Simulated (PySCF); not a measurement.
Exercise with solution: oscillator strength and radiative lifetime

CH₄BrGaO, SMILES C[O][GaH][Br].

Coordinates come from a TPSSh-D3(BJ)/def2-SVP optimisation. The structure was generated by enumeration; whether it is a known compound was not checked. The values are those of a single conformer.

TDA-PBE/def2-SVPD run with PySCF puts the first singlet state with f over 0.02 at 5.72 eV (vertical), with the transition dipole (-0.377, 0.040, 0.000) in atomic units.

Q: Find the oscillator strength, the wavelength and the radiative lifetime that this transition would have in vacuum if emission retraced absorption.

A: 
|μ|² = 0.1437 au, so |μ| = 0.96 D. ΔE = 5.72/27.211 = 0.2102 hartree. f = (2/3) ΔE |μ|² = 0.020 (the program prints 0.020).
λ = 1239.84/5.72 = 217 nm; ν = 46135 cm⁻¹.
Einstein's coefficient A = 0.6670 ν² f s⁻¹ (ν in cm⁻¹) = 2.9e7 s⁻¹, so τ = 1/A = 35 ns. This state is S5; the lower singlets have f = 0.000, 0.017, 0.001, 0.001. The figure is the radiative limit of this one transition; relaxation, internal conversion, crossing to triplets and a medium change what is measured.
